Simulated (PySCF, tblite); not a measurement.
Species: C₅H₁₂FNSi.
Geometry (GFN2-xTB, Å), atoms numbered from 1 in this order:
```
atom  x, y, z in Å
C1    -2.1342   -0.9789   -0.4944
C2    -1.2343    0.2182   -0.7967
N3    -0.1689    0.4053    0.1695
Si4   -0.5196    1.1283    1.6847
F5     0.8721    1.6321    2.3129
C6     0.9396   -0.4819   -0.0170
C7     1.8461   -0.2586   -1.1943
C8     2.3340    0.0171    0.1949
H9    -1.5588   -1.9013   -0.4978
H10   -2.5959   -0.8594    0.4828
H11   -2.9159   -1.0566   -1.2459
H12   -0.7830    0.0926   -1.7860
H13   -1.8413    1.1263   -0.8091
H14   -1.3187    2.3140    1.4204
H15   -1.0523    0.2672    2.7394
H16    0.7477   -1.5189    0.2550
H17    2.2263   -1.1195   -1.7236
H18    1.6446    0.5932   -1.8256
H19    3.0512   -0.6552    0.6404
H20    2.4562    1.0466    0.4873
```

The calculation used PBE0/pcSseg-1 in PySCF (dipole) on a GFN2-xTB geometry, gas phase.

Masses are those of the commonest isotopes; rigid-rotor values at the optimised geometry. The values belong to one conformer with, in the numbering `[CH3:1][CH2:2][N:3]([SiH2:4][F:5])[CH:6]1[CH2:7][CH2:8]1`, C1–C2–N3–Si4 -78°, C2–N3–Si4–F5 -162°, C2–N3–C6–C7 72°.

(1) Give the principal moments of inertia and the rotational constants in cm⁻¹.

(2) What kind of rotor is it?

(3) Is it planar, by Δ = Ic − Ia − Ib?

(4) List the rotational levels J(Ka,Kc) to J = 2 (MHz).

(5) Which types of transition are allowed, and where do some lines up to J = 4 fall?

(6) Estimate the classical rotational partition function at 100 K, 298.15 K and 500 K.

Results:

(1) Ia = 279.33, Ib = 311.41, Ic = 536.43 u·Å²; 505379 MHz·u·Å²/I gives 1809, 1623 and 942.1 MHz, that is A = 0.06035, B = 0.05413, C = 0.03143 cm⁻¹.

(2) An asymmetric top; Ray's κ = 0.570.

(3) Not planar: Δ = Ic − Ia − Ib = -54.30 u·Å². For a rigid frame Δ = −2 Σ m c², so Σ m c² = 27.15 u·Å² lies off the ab plane: 14.21 from hydrogen and 12.94 from heavier atoms. The atom farthest from that plane is 1.47 Å away.

(4) Above 0(0,0):
J = 1: 1(0,1) 2565, 1(1,1) 2751, 1(1,0) 3432
J = 2: 2(0,2) 7167, 2(1,2) 7201, 2(1,1) 9243, 2(2,1) 9802, 2(2,0) 10330
The levels of one J sum to (2J + 1)J(J + 1)(A + B + C)/3.

(5) The dipole components are |μa| = 2.20 D, |μb| = 0.24 D, |μc| = 0.22 D. Intensities carry the squares of the components, which stand as 1.00 : 0.01 : 0.01 (a : b : c). Some lines, for components of 0.1 D or more:

```csv
type,branch,"J(Ka,Kc)",MHz,lower level (cm⁻¹)
c,Q,"4(3,2) ← 4(2,2)",444,1.028
c,Q,"2(2,1) ← 2(1,1)",559,0.308
c,Q,"3(3,1) ← 3(2,1)",1115,0.643
b,Q,"3(2,1) ← 3(1,2)",1946,0.578
c,R,"1(1,0) ← 0(0,0)",3432,0.000
b,Q,"4(2,2) ← 4(1,3)",3554,0.909
a,Q,"4(1,3) ← 4(1,4)",5342,0.731
b,R,"2(2,1) ← 1(1,0)",6370,0.114
b,R,"3(2,2) ← 2(1,1)",8254,0.308
b,R,"4(0,4) ← 3(1,3)",8304,0.454
a,R,"4(0,4) ← 3(0,3)",8307,0.454
b,R,"4(1,3) ← 3(2,2)",9757,0.584
b,R,"3(3,1) ← 2(2,0)",10068,0.345
a,R,"4(2,2) ← 3(2,1)",11525,0.643
b,R,"4(3,2) ← 3(2,1)",11969,0.643
b,R,"4(4,0) ← 3(3,1)",14368,0.680
```

(6) Point group C1, symmetry number σ = 1; q = (√π/σ)·√((kT/h)³/(ABC)), k/h = 20836.6 MHz/K: 101000 at 100 K, 522000 at 298.15 K, 1130000 at 500 K.

Its GFN2-xTB frequencies are all real (lowest 36 cm⁻¹). These are rigid-rotor constants of the computed structure; measured ground-state constants (B0) also hold zero-point vibration. A rigid rotor knows nothing of internal rotation, which can split or shift real lines. Quadrupole hyperfine structure (14N) is left out.

Time: 79 s (with the writing of density and orbital grids); peak memory 0.92 GiB. Hardware: one thread, Arm Neoverse N1 (aarch64), shared host with 64 logical CPUs at a one-minute load of 60. This is the PBE0/pcSseg-1 job that gave the dipole, with the shieldings it also computed.
